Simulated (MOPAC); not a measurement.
Input file for MOPAC: PM7 on CaO, a point of a bond scan (R = 2.462 Å).

```
PM7 1SCF PRECISE CHARGE=0 THREADS=1
CaO

Ca    -0.00000000 1    -0.00000000 1    -0.52107729 1
O      0.00000000 1     0.00000000 1     1.94101291 1
```

It printed:

```
*******************************************************************************
 **                                                                           **
 **                              MOPAC v23.2.5                                **
 **                                                                           **
 *******************************************************************************
 ** MOPAC's Digital Object Identifier: https://doi.org/10.5281/zenodo.6511958 **
 **                                                                           **
 ** Please cite the open-source release paper for use of this MOPAC version:  **
 ** J. E. Moussa and J. J. P. Stewart (2026)                                  **
 ** MOPAC: An open-source semiempirical molecular orbital program             **
 ** J. Open Source Softw., 11(119), 8025, https://doi.org/10.21105/joss.08025 **
 *******************************************************************************

                              PM7 CALCULATION RESULTS

 *******************************************************************************
 *  PM7        - The PM7 Hamiltonian to be used
 *
 *
 *
 *                 CHARGE ON SYSTEM = 0
 *
 *
 *
 *  PRECISE    - TIGHTER CRITERIA TO BE USED
 *  1SCF       - DO 1 SCF AND THEN STOP
 *  THREADS=1  - MULTI-THREADING NOT USED
 *  T=         - A TIME OF 172800.0 SECONDS REQUESTED
 *  DUMP=N     - RESTART FILE WRITTEN EVERY 7200.0 SECONDS REQUESTED
 *******************************************************************************
PM7 1SCF PRECISE CHARGE=0 THREADS=1
 CaO

   ATOM   CHEMICAL          X               Y               Z
  NUMBER   SYMBOL      (ANGSTROMS)     (ANGSTROMS)     (ANGSTROMS)

     1      Ca         -0.00000000  *  -0.00000000  *  -0.52107729  *
     2       O          0.00000000  *   0.00000000  *   1.94101291  *



          CARTESIAN COORDINATES

    NO.       ATOM           X           Y           Z

     1        Ca         -0.0000     -0.0000     -0.5211
     2         O          0.0000      0.0000      1.9410

 General Reference for PM7:
 "Optimization of Parameters for Semiempirical Methods VI: More Modifications to the
 NDDO Approximations and Re-optimization of Parameters", J. J. P. Stewart, J. Mol. Mod., 1:32, 19 (2013)
 https://link.springer.com/article/10.1007/s00894-012-1667-x

           Empirical Formula: O Ca  =     2 atoms



      MOLECULAR POINT GROUP   :   C*v


      RHF CALCULATION, NO. OF DOUBLY OCCUPIED LEVELS = 4


 -------------------------------------------------------------------------------
 PM7 1SCF PRECISE CHARGE=0 THREADS=1
 CaO



     1SCF WAS SPECIFIED, SO BFGS WAS NOT USED
     SCF FIELD WAS ACHIEVED


                              PM7 CALCULATION
                                                       MOPAC v23.2.5 Linux




          FINAL HEAT OF FORMATION =         80.44979 KCAL/MOL =     336.60192 KJ/MOL


          COSMO AREA              =         94.18 SQUARE ANGSTROMS
          COSMO VOLUME            =         81.06 CUBIC ANGSTROMS

          IONIZATION POTENTIAL    =          7.451862 EV
          HOMO LUMO ENERGIES (EV) =         -7.452 -0.949
          NO. OF FILLED LEVELS    =          4
          MOLECULAR WEIGHT        =         56.0794         POINT GROUP:  C*v

          MOLECULAR DIMENSIONS (Angstroms)

            Atom       Atom       Distance
            O     2   Ca     1     2.46209
            O     2   Ca     1     0.00000
           Ca     1    O     2     0.00000


          SCF CALCULATIONS        =          1





   ATOM   CHEMICAL          X               Y               Z
  NUMBER   SYMBOL      (ANGSTROMS)     (ANGSTROMS)     (ANGSTROMS)

     1      Ca         -0.00000000  *  -0.00000000  *  -0.52107729  *
     2       O          0.00000000  *   0.00000000  *   1.94101291  *

                             CARTESIAN COORDINATES

   1   Ca       -0.000000000    -0.000000000    -0.521077290
   2    O        0.000000000     0.000000000     1.941012910


           Empirical Formula: O Ca  =     2 atoms



      MOLECULAR POINT GROUP   :   C*v


                  EIGENVALUES
 -20.18029  -7.90218  -7.45186  -7.45186  -0.94927   0.61188   0.61188   2.03881


              NET ATOMIC CHARGES AND DIPOLE CONTRIBUTIONS

  ATOM NO.   TYPE          CHARGE      No. of ELECS.   s-Pop       p-Pop
    1         Ca           0.788654        1.2113     1.19913     0.01222
    2          O          -0.788654        6.7887     1.99521     4.79344
 DIPOLE           X         Y         Z       TOTAL
 POINT-CHG.     0.000     0.000    -9.327     9.327
 HYBRID        -0.000    -0.000    -0.446     0.446
 SUM           -0.000    -0.000    -9.772     9.772


          ATOMIC ORBITAL ELECTRON POPULATIONS

     Atom    s        px        py        pz
    1 Ca   1.19913   0.00395   0.00395   0.00431
    2  O   1.99521   1.99605   1.99605   0.80135

 **********************
 *                    *
 * JOB ENDED NORMALLY *
 *                    *
 **********************




 == MOPAC DONE ==
```

The run finished.

Cost: around 0.020 core-seconds (rough).
